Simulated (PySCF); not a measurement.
# First hyperpolarisability: `CC#CC#CC#N`, C6H3N

Geometry:
| atom | x (Å) | y (Å) | z (Å) |
| --- | --- | --- | --- |
| C1 | -1.999 | 0.615 | -1.358 |
| C2 | -0.913 | 0.281 | -0.479 |
| C3 | 0.003 | 0.001 | 0.261 |
| C4 | 1.020 | -0.313 | 1.086 |
| C5 | 1.941 | -0.596 | 1.831 |
| C6 | 2.964 | -0.910 | 2.659 |
| N7 | 3.836 | -1.178 | 3.363 |
| H8 | -1.730 | 1.473 | -1.975 |
| H9 | -2.226 | -0.231 | -2.007 |
| H10 | -2.887 | 0.863 | -0.775 |

Computed with quadratic response B3LYP/def2-SVPD first hyperpolarisability, Taylor convention, gas phase (PySCF 2.14.0). Geometry: GFN2-xTB.

Question: What is the first hyperpolarisability, and how does it disperse?

Answer: In 10⁻³⁰ esu, Taylor convention; the vector part is βᵢ = ⅓ Σⱼ (βᵢⱼⱼ + βⱼᵢⱼ + βⱼⱼᵢ); β∥ is 3/5 of the vector part along the dipole, the dipole points from − to +:
```tsv
process	λ (nm)	β vector norm	β∥	β HRS	depolarisation ratio
static β(0;0,0)	∞	3.59	2.15	1.59	4.11
second harmonic β(−2ω;ω,ω)	1064	4.46	2.68	1.96	4.19
Pockels β(−ω;ω,0)	1064	3.85	2.31	–	–
second harmonic β(−2ω;ω,ω)	800	5.37	3.23	2.35	4.26
Pockels β(−ω;ω,0)	800	4.07	2.44	–	–
```

Question: Which lowest excitations, dipole and polarisabilities go with it?

Answer: S1 3.91 eV (f = 0.000); S2 4.02 eV (f = 0.000); S3 4.02 eV (f = 0.000); dipole 6.55 D; isotropic α 93.3 au static, 95.1 au at 1064 nm, 96.6 au at 800 nm, 101.2 au at 532 nm, 108.6 au at 400 nm.
